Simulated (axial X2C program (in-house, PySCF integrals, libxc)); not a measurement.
Levels of CuI⁻ by electron attachment to CuI (EOM-EA-CCSD)

Calculated with an in-house all-electron X2C program for linear molecules (integrals from PySCF): two-component X2C with atomic mean-field Coulomb and Gaunt terms, Gaussian nuclei, basis I dyall-acv3z, Cu dyall-acv3z with contracted cores.

R = 2.164 Å (0.920 times 2.352 Å, the PBE0 minimum at charge 0 for the lowest determinant).

Levels of CuI⁻ obtained by attaching an electron to CuI:

```
  Ω  binding energy (eV)  above lowest (cm⁻¹)                 attached spinor  one-particle weight
1/2                0.847                    0   51% Cu sσ, 33% Cu pσ, 6% I pσ                 0.97
1/2               -0.336                 9540  73% Cu pσ, 18% Cu pπ, 7% Cu sσ                 1.00
1/2               -0.344                 9605            79% Cu pπ, 17% Cu pσ                 1.00
3/2               -0.348                 9632                       97% Cu pπ                 1.00
1/2               -0.718                12619            76% Cu sσ, 15% Cu pσ                 0.99
1/2               -1.351                17720   76% Cu pπ, 14% Cu dπ, 8% I dπ                 0.98
3/2               -1.374                17912   75% Cu pπ, 15% Cu dπ, 8% I dπ                 0.98
```

Negative binding energies belong to unbound states, resonances or levels that the basis set holds; within some tenths of an eV of zero the sign is not settled.

This point took 39 s on 1 thread of Arm Neoverse N1 (shared host).

Reference electrons by ω block (each with its −ω partner): 1/2: 26, 3/2: 12, 5/2: 3. 18 electrons of CuI correlated (inner shells frozen), 84 natural virtual spinors (a truncated set); levels can be off by some tenths of an eV. Roots sought by Ω: (1/2: 5, 3/2: 4, 5/2: 2, 7/2: 1); rows need 60 % one-particle weight and stop where some Ω has no more roots. Missing are any skipped roots, higher Ω and states of a further excitation; these come out far too high here and may in truth be low or lowest. T1 of the reference 0.029 (Lee–Taylor). Number of frozen shells: I 4 s, 3 p, 2 d; Cu 3 s, 2 p. Large amplitudes in the reference (orbital relaxation or multireference character) lower the reliability.
